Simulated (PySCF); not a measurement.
GeH₅MgN, SMILES [NH2][Mg][GeH3]. Heavy atoms are numbered as in [Mg:1]([NH2:2])[GeH3:5]. Hydrogens are named by the atom that carries them.

Coordinates come from a PBE0-D3(BJ)/def2-SVP optimisation. Other conformers were not sampled.

The numbers are results of PySCF with PBE0/pcSseg-1, not measurements.

GIAO shieldings, no solvent; atoms alike by connectivity are averaged. δ = σ(ref) − σ: ¹⁵N against NH3 (σ = 267.4 ppm); ¹H against TMS (σ = 31.56 ppm); ⁷³Ge against GeH4 (σ = 1658.3 ppm), references at their B3LYP-D3(BJ)/def2-TZVP geometries, non-relativistic.

Computed chemical shifts:
```tsv
nucleus	atoms	count	δ (ppm)
¹⁵N	N2 (NH2)	1	-12.1
¹H	H on Ge5	3	3.21
¹H	H on N2	2	-0.72
⁷³Ge	Ge5 (GeH3)	1	-143.9
```
